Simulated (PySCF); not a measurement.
Electron correlation in V (vanadium, neutral)

[Ar] 3d5, high-spin 6S determinant (an excited configuration). All numbers are calculated (PySCF 2.14, the non-relativistic Hamiltonian (point nucleus), in aug-cc-pVTZ (8s7p5d3f2g, 93 functions)). Frozen: [Ar]; 5 electrons correlated.

| level | correlation energy (mhartree) |
| --- | --- |
| CCSD | -102.36 |
| (T) | -6.16 |
| CCSD(T) | -108.52 |

Diagnostics: T1 = 0.039, D1 = 0.0553, largest double amplitude 0.036.

T1 exceeds 0.03, a sign that the reference determinant is poor.

Cost of the coupled-cluster step: roughly 13 core-seconds, for 5 correlated electrons.

Iterations:

```
CC2 = 0
CCSD nocc = (np.int64(5), np.int64(0)), nmo = (84, 84)
frozen orbitals [[0, 1, 2, 3, 4, 5, 6, 7, 8], [0, 1, 2, 3, 4, 5, 6, 7, 8]]
max_cycle = 100
direct = 0
conv_tol = 1e-08
conv_tol_normt = 1e-06
diis_space = 8
diis_start_cycle = 0
Init t2, MP2 energy = -0.0986782266140059
Init E_corr(UCCSD) = -0.0986782267036383
cycle = 1  E_corr(UCCSD) = -0.0987613721366031  dE = -8.3145433e-05  norm(t1,t2) = 0.0932404
cycle = 2  E_corr(UCCSD) = -0.102156616352433  dE = -0.00339524422  norm(t1,t2) = 0.0316866
cycle = 3  E_corr(UCCSD) = -0.101836807980456  dE = 0.000319808372  norm(t1,t2) = 0.0304275
cycle = 4  E_corr(UCCSD) = -0.102311195642878  dE = -0.000474387662  norm(t1,t2) = 0.0129319
cycle = 5  E_corr(UCCSD) = -0.102409489929422  dE = -9.82942865e-05  norm(t1,t2) = 0.00416028
cycle = 6  E_corr(UCCSD) = -0.102367154625391  dE = 4.2335304e-05  norm(t1,t2) = 0.00175521
cycle = 7  E_corr(UCCSD) = -0.102362221432728  dE = 4.93319266e-06  norm(t1,t2) = 0.000507831
cycle = 8  E_corr(UCCSD) = -0.102364276271912  dE = -2.05483918e-06  norm(t1,t2) = 0.000132408
cycle = 9  E_corr(UCCSD) = -0.102364786565663  dE = -5.1029375e-07  norm(t1,t2) = 3.96684e-05
cycle = 10  E_corr(UCCSD) = -0.102364667356435  dE = 1.19209228e-07  norm(t1,t2) = 8.81429e-06
cycle = 11  E_corr(UCCSD) = -0.102364646473651  dE = 2.08827843e-08  norm(t1,t2) = 2.44475e-06
cycle = 12  E_corr(UCCSD) = -0.102364627719617  dE = 1.8754033e-08  norm(t1,t2) = 1.02677e-06
cycle = 13  E_corr(UCCSD) = -0.102364637600075  dE = -9.88045734e-09  norm(t1,t2) = 3.84213e-07
UCCSD converged
E(UCCSD) = -942.8663809692094  E_corr = -0.1023646376000748
UCCSD(T) correction = -0.00616330617937716
```
